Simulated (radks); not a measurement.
Ionisation of neutral gold, [Xe] 4f14 5d10 6s1, to [Xe] 4f14 5d10 as the strength of local exchange is varied. Calculated with a radial shooting solver on a logarithmic mesh with Libxc functionals: scalar-relativistic Kohn-Sham, Slater X-alpha exchange (alpha = 2/3 is LDA exchange), no correlation, spin-polarised, spherical densities, finite nucleus; open shells are filled with parallel spins first (spin-orbit coupling, left out, can overturn this in heavy ions); Fermi nuclear charge, rms radius 5.4371 fm.

alpha  E(Au) (hartree)  exchange (hartree)  IE (eV)  -e of the level emptied (eV)  <r> of it (bohr)
0.619      -18964.2014           -318.4145    8.563                    5.121 (6s)             2.931
0.656      -18983.3518           -337.8152    8.838                    5.381 (6s)             2.903
0.667      -18989.0492           -343.5909    8.920                    5.460 (6s)             2.895
0.797      -19056.5215           -412.1262    9.923                    6.426 (6s)             2.801
0.847      -19082.5409           -438.6215   10.322                    6.816 (6s)             2.766
0.873      -19096.0860           -452.4288   10.533                    7.022 (6s)             2.748
0.888      -19103.9051           -460.4037   10.655                    7.142 (6s)             2.738

NIST Atomic Spectra Database: 9.226 eV (measured). The Delta-SCF value meets it near alpha = 0.71.
